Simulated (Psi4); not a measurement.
Psi4 input (wB97X-D/6-31G*):

```
memory 1500 MB

molecule {
1 2
Al   -0.00000000   -0.00000000   -0.02370300
O    -0.00000000   -0.00000000   -1.72887300
F     0.00000000    0.00000000    1.57101300
symmetry c1
no_reorient
no_com
}

set {
  basis 6-31G*
  reference uks
  scf_type pk
  dft_radial_points 99
  dft_spherical_points 590
  e_convergence 1e-8
  d_convergence 1e-7
  maxiter 150
}

e = energy('wb97x-d')
print_out(f'\nFINAL {e:.10f} DIPOLE {variable("CURRENT DIPOLE")[0]:.6f} {variable("CURRENT DIPOLE")[1]:.6f} {variable("CURRENT DIPOLE")[2]:.6f}\n')
```

Output:

```
   => Loading Basis Set <=

    Name: 6-31G*
    Role: ORBITAL
    Keyword: BASIS
    atoms 1 entry AL         line   244 file 6-31gs.gbs
    atoms 2 entry O          line   145 file 6-31gs.gbs
    atoms 3 entry F          line   162 file 6-31gs.gbs

   => WB97X-D: Empirical Dispersion <=

    Chai and Head-Gordon Dispersion Correction
    Chai, J.-D.; Head-Gordon, M. (2010), J. Chem. Phys., 132: 6615-6620

        s6 =       1.000000

         ---------------------------------------------------------
                                   SCF
               by Justin Turney, Rob Parrish, Andy Simmonett
                          and Daniel G. A. Smith
                              UKS Reference
         ---------------------------------------------------------

  ==> Geometry <==

    Molecular point group: c1
    Full point group: C_inf_v

    Geometry (in Angstrom), charge = 1, multiplicity = 2:

       Center              X                  Y                   Z               Mass
    ------------   -----------------  -----------------  -----------------  -----------------
         AL           0.000000000000     0.000000000000    -0.023703000000    26.981538530000
         O            0.000000000000     0.000000000000    -1.728873000000    15.994914619570
         F            0.000000000000     0.000000000000     1.571013000000    18.998403162730

  Running in c1 symmetry.

  Rotational constants: A = ************  B =      0.17799  C =      0.17799 [cm^-1]
  Rotational constants: A = ************  B =   5335.86513  C =   5335.86513 [MHz]
  Nuclear repulsion =   82.645424217085662

  Charge       = 1
  Multiplicity = 2
  Electrons    = 29
  Nalpha       = 15
  Nbeta        = 14

  ==> Algorithm <==

  SCF Algorithm Type is PK.
  DIIS enabled.
  MOM disabled.
  Fractional occupation disabled.
  Guess Type is SAD.
  Energy threshold   = 1.00e-08
  Density threshold  = 1.00e-07
  Integral threshold = 1.00e-12

  ==> Primary Basis <==

  Basis Set: 6-31G*
    Blend: 6-31G*
    Number of shells: 20
    Number of basis functions: 49
    Number of Cartesian functions: 49
    Spherical Harmonics?: false
    Max angular momentum: 2

  ==> DFT Potential <==

   => LibXC <=

    Version 7.1.2
    S. Lehtola, C. Steigemann, M. J. T. Oliveira, and M. A. L. Marques,  SoftwareX 7, 1–5 (2018) (10.1016/j.softx.2017.11.002)

   => Composite Functional: WB97X-D <=

    wB97X-D Hyb-GGA Exchange-Correlation Functional

    J.-D. Chai and M. Head-Gordon,  Phys. Chem. Chem. Phys. 10, 6615–6620 (2008) (10.1039/B810189B)

    Deriv               =              1
    GGA                 =           TRUE
    Meta                =          FALSE

    Exchange Hybrid     =           TRUE
    MP2 Hybrid          =          FALSE

   => Exchange-Correlation Functionals <=

    1.0000   wB97X-D range-separated functional

   => Exact (HF) Exchange <=

    0.7780            HF,LR [omega = 0.2000]
    0.2220               HF

   => LibXC Density Thresholds  <==

    XC_HYB_GGA_XC_WB97X_D:  1.00E-14

   => Molecular Quadrature <=

    Radial Scheme          =       TREUTLER
    Pruning Scheme         =           NONE
    Nuclear Scheme         =       TREUTLER

    Blocking Scheme        =         OCTREE
    BS radius alpha        =              1
    Pruning alpha          =              1
    Radial Points          =             99
    Spherical Points       =            590
    Total Points           =         168701
    Total Blocks           =           1317
    Max Points             =            256
    Max Functions          =             48
    Weights Tolerance      =       1.00E-15

  ==> Integral Setup <==

  Using in-core PK algorithm.
   Calculation information:
      Number of atoms:                   3
      Number of AO shells:              20
      Number of primitives:             57
      Number of atomic orbitals:        49
      Number of basis functions:        49

      Integral cutoff                 1.00e-12
      Number of threads:                 1

  Performing in-core PK
  Using 2252775 doubles for integral storage.
  We computed 20346 shell quartets total.
  Whereas there are 22155 unique shell quartets.

  Computing range-separated integrals for PK
  We computed 20346 wK shell quartets total.
  Whereas there are 22155 wK unique shell quartets.

  ==> DiskJK: Disk-Based J/K Matrices <==

    J tasked:                  Yes
    K tasked:                  Yes
    wK tasked:                 Yes
    Omega:               2.000E-01
    Schwarz Cutoff:          1E-12


  Cached 100.0% of DFT collocation blocks in 0.198 [GiB].

  Minimum eigenvalue in the overlap matrix is 5.2803710071E-03.
  Reciprocal condition number of the overlap matrix is 1.0544426685E-03.
    Using symmetric orthogonalization.

  ==> Pre-Iterations <==

  SCF Guess: Superposition of Atomic Densities via on-the-fly atomic UHF (no occupation information).

   -------------------------
    Irrep   Nso     Nmo
   -------------------------
     A         49      49
   -------------------------
    Total      49      49
   -------------------------

  ==> Iterations <==

                        Total Energy        Delta E     RMS |[F,P]|

   @UKS iter SAD:  -416.38553726234301   -4.16386e+02   0.00000e+00
   @UKS iter   1:  -416.96811218717187   -5.82575e-01   1.08749e-02 ADIIS/DIIS
   @UKS iter   2:  -416.93805439850678    3.00578e-02   1.38087e-02 ADIIS/DIIS
   @UKS iter   3:  -417.08509780526032   -1.47043e-01   6.86074e-04 ADIIS/DIIS
   @UKS iter   4:  -417.08563873433314   -5.40929e-04   4.77293e-04 ADIIS/DIIS
   @UKS iter   5:  -417.08590039889668   -2.61665e-04   1.29585e-04 ADIIS/DIIS
   @UKS iter   6:  -417.08594299834880   -4.25995e-05   2.94248e-05 DIIS
   @UKS iter   7:  -417.08594888534822   -5.88700e-06   1.09048e-05 DIIS
   @UKS iter   8:  -417.08594983883438   -9.53486e-07   3.42343e-06 DIIS
   @UKS iter   9:  -417.08594993972787   -1.00893e-07   6.00565e-07 DIIS
   @UKS iter  10:  -417.08594994222693   -2.49906e-09   1.50761e-07 DIIS
   @UKS iter  11:  -417.08594994231800   -9.10632e-11   3.03269e-08 DIIS
  Energy and wave function converged.

  ==> Post-Iterations <==

   Electrons on quadrature grid:
      Nalpha   =   14.9999999624 ; deviation = -3.763e-08
      Nbeta    =   13.9999999963 ; deviation = -3.703e-09
      Ntotal   =   28.9999999587 ; deviation = -4.133e-08

   @Spin Contamination Metric:   4.055537840E-03
   @S^2 Expected:                7.500000000E-01
   @S^2 Observed:                7.540555378E-01
   @S   Expected:                5.000000000E-01
   @S   Observed:                5.000000000E-01

    Orbital Energies [Eh]
    ---------------------

    Alpha Occupied:

       1A    -56.592603     2A    -25.084107     3A    -19.622476
       4A     -4.644013     5A     -3.186741     6A     -3.185026
       7A     -3.177927     8A     -1.534617     9A     -1.360181
      10A     -0.829462    11A     -0.782022    12A     -0.773828
      13A     -0.771871    14A     -0.762293    15A     -0.714285

    Alpha Virtual:

      16A     -0.294302    17A     -0.195588    18A     -0.188978
      19A     -0.036478    20A      0.022816    21A      0.033506
      22A      0.037988    23A      0.249053    24A      0.249407
      25A      0.262963    26A      0.321852    27A      0.334265
      28A      0.664712    29A      0.761208    30A      0.796102
      31A      0.899036    32A      0.997184    33A      1.120802
      34A      1.122130    35A      1.124626    36A      1.501511
      37A      1.566008    38A      1.567739    39A      1.632762
      40A      1.662169    41A      1.680975    42A      1.681004
      43A      1.870975    44A      1.973306    45A      1.988037
      46A      2.166084    47A      2.826174    48A      3.331875
      49A      4.256342

    Beta Occupied:

       1A    -56.592753     2A    -25.084146     3A    -19.601211
       4A     -4.644234     5A     -3.186519     6A     -3.185316
       7A     -3.178218     8A     -1.534707     9A     -1.280338
      10A     -0.828072    11A     -0.773894    12A     -0.773549
      13A     -0.733751    14A     -0.685087

    Beta Virtual:

      15A     -0.380933    16A     -0.289325    17A     -0.187452
      18A     -0.173338    19A     -0.033602    20A      0.023969
      21A      0.035665    22A      0.036195    23A      0.248681
      24A      0.249251    25A      0.269595    26A      0.335532
      27A      0.340897    28A      0.676568    29A      0.810738
      30A      0.839376    31A      0.911399    32A      1.012361
      33A      1.122106    34A      1.122191    35A      1.127065
      36A      1.503842    37A      1.624029    38A      1.626290
      39A      1.669993    40A      1.672764    41A      1.683243
      42A      1.683445    43A      1.872788    44A      1.992369
      45A      1.993056    46A      2.181096    47A      2.840440
      48A      3.365361    49A      4.260499

    Final Occupation by Irrep:
              A
    DOCC [    14 ]
    SOCC [     1 ]
    NA   [    15 ]
    NB   [    14 ]

  @UKS Final Energy:  -417.08594994231800

   => Energetics <=

    Nuclear Repulsion Energy =             82.6454242170856617
    One-Electron Energy =                -735.8944147863030594
    Two-Electron Energy =                 263.0323777222287731
    DFT Exchange-Correlation Energy =     -26.8691673389939574
    Empirical Dispersion Energy =          -0.0001697563353487
    VV10 Nonlocal Energy =                  0.0000000000000000
    Total Energy =                       -417.0859499423179955

  UHF NO Occupations:
  HONO-2 :   13  A 1.9993679
  HONO-1 :   14  A 1.9990625
  HONO-0 :   15  A 1.0000000
  LUNO+0 :   16  A 0.0009375
  LUNO+1 :   17  A 0.0006321
  LUNO+2 :   18  A 0.0004544
  LUNO+3 :   19  A 0.0000036

Computation Completed

Properties will be evaluated at   0.000000,   0.000000,   0.000000 [a0]

Properties computed using the SCF density matrix

 Multipole Moments:

 ------------------------------------------------------------------------------------
     Multipole            Electronic (a.u.)      Nuclear  (a.u.)        Total (a.u.)
 ------------------------------------------------------------------------------------

 L = 1.  Multiply by 2.5417464519 to convert [e a0] to [Debye]
 Dipole X            :         -0.0000000            0.0000000           -0.0000000
 Dipole Y            :         -0.0000000            0.0000000           -0.0000000
 Dipole Z            :         -0.1748965           -0.0000113           -0.1749078
 Magnitude           :                                                    0.1749078

 ------------------------------------------------------------------------------------

FINAL -417.0859499423 DIPOLE -0.000000 -0.000000 -0.174908

*** Psi4 exiting successfully. Buy a developer a beer!
```

The dipole moment of an ion depends on the origin.

The geometry given is a B3LYP-D3(BJ)/def2-TZVP minimum.
